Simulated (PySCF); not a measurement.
Mapped SMILES: `[CH3:1][SiH2:2][C@@H:3]([SiH3:4])/[C:5]([C:6]#[N:7])=[CH:8]\[F:9]` (H(Xn): hydrogen on atom n). Ha(Si2) is pro-R; Hb(Si2) is pro-S.

- σ from GIAO-PBE0/pcSseg-1
- structure optimised with GFN2-xTB
- run in PySCF 2.14
- no relativistic terms, one averaged value for each set of equivalent atoms, a single conformation, gas phase

Chemical shifts δ = σref − σ; ¹³C vs TMS, all at this level.

Q: Do the ¹³C shifts follow the atomic charges (in e)? Tabulate both.

A: 
```json
{"atoms": "C8", "hybridisation": "sp2", "δ (ppm)": "168.6", "σ para (ppm)": "-225", "Hirshfeld": "+0.07", "IAO": "+0.16", "Mulliken": "+0.39", "ESP-fitted": "+0.07"}
{"atoms": "C6", "hybridisation": "sp", "δ (ppm)": "122.7", "σ para (ppm)": "-198", "Hirshfeld": "+0.08", "IAO": "+0.13", "Mulliken": "+0.15", "ESP-fitted": "+0.38"}
{"atoms": "C5", "hybridisation": "sp2", "δ (ppm)": "108.4", "σ para (ppm)": "-184", "Hirshfeld": "-0.01", "IAO": "-0.08", "Mulliken": "-0.34", "ESP-fitted": "-0.23"}
{"atoms": "C3", "hybridisation": "sp3", "δ (ppm)": "7.5", "σ para (ppm)": "-76", "Hirshfeld": "-0.19", "IAO": "-0.64", "Mulliken": "-0.72", "ESP-fitted": "-0.20"}
{"atoms": "C1", "hybridisation": "sp3", "δ (ppm)": "-7.6", "σ para (ppm)": "-60", "Hirshfeld": "-0.21", "IAO": "-0.72", "Mulliken": "-0.64", "ESP-fitted": "-0.54"}
```

Correlation coefficients of δ with charge over these carbons: Hirshfeld +0.97, IAO +0.98, Mulliken +0.94, ESP-fitted +0.73; with the paramagnetic shielding -0.99. With so few points, grouped by hybridisation, these coefficients are fragile. Charge is one influence among several: hybridisation and low-lying excitations act through the paramagnetic term.

Shifts are as computed. Against solution values, carbons near 30 ppm lie about +3 ppm off and those near 130 ppm about +5 ppm. Of 1211 compounds with measured shifts, 218 miss one by over three times the rms of a fit or turn the order of signals round; such compounds aren't used in these exercises.
